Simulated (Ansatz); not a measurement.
Mg5H10. The state is a singlet with charge 0. Geometry r2SCAN-D4/def2-SVP.

```xyz
15

Mg    2.5658   -0.3883    0.9213
Mg   -1.8906    2.0123   -0.9177
Mg   -0.3484    0.4918    1.2158
Mg    0.2600   -2.2243    0.4258
Mg   -0.7077   -0.5018   -1.6178
H     1.9760   -2.2512    0.9231
H    -0.8318    1.1088   -2.3901
H     0.7075   -0.3436   -0.2899
H     4.0996    0.0697    0.3191
H    -0.7538    2.1639    0.6082
H    -1.8854    0.0933   -0.2875
H    -0.5231   -2.3327   -1.2789
H     1.3244    0.4417    2.0367
H    -3.2302    3.0040   -1.3074
H    -0.7622   -1.3437    1.6392
```

The structure comes from a short search, and lower isomers may exist.

(1) Estimate the orbital energies around the gap (eV) in Ansatz with HF/STO-3G, PBE-D4/def2-TZVP, PBE0-D4/def2-SVP, PBE0-D4/def2-TZVP, ωB97X-V/def2-TZVP.

## Answers

(1) 
| orbital | HF/STO-3G | PBE-D4/def2-TZVP | PBE0-D4/def2-SVP | PBE0-D4/def2-TZVP | ωB97X-V/def2-TZVP |
| --- | --- | --- | --- | --- | --- |
| HOMO−5 | -8.56 | -7.67 | -8.95 | -8.90 | -11.38 |
| HOMO−4 | -8.29 | -7.39 | -8.69 | -8.63 | -11.09 |
| HOMO−3 | -7.59 | -7.14 | -8.38 | -8.34 | -10.78 |
| HOMO−2 | -6.82 | -6.56 | -7.72 | -7.71 | -10.10 |
| HOMO−1 | -6.36 | -5.82 | -6.98 | -6.97 | -9.38 |
| HOMO | -6.17 | -5.70 | -6.84 | -6.83 | -9.23 |
| LUMO | 8.06 | -2.51 | -1.89 | -1.84 | -0.17 |
| LUMO+1 | 9.43 | -1.73 | -1.13 | -1.08 | 0.51 |
| LUMO+2 | 10.07 | -1.59 | -0.94 | -0.92 | 0.71 |
| LUMO+3 | 12.35 | -1.03 | -0.36 | -0.35 | 1.30 |
| LUMO+4 | 13.11 | -0.89 | -0.14 | -0.19 | 1.45 |
| LUMO+5 | 13.68 | -0.61 | 0.11 | 0.07 | 1.79 |
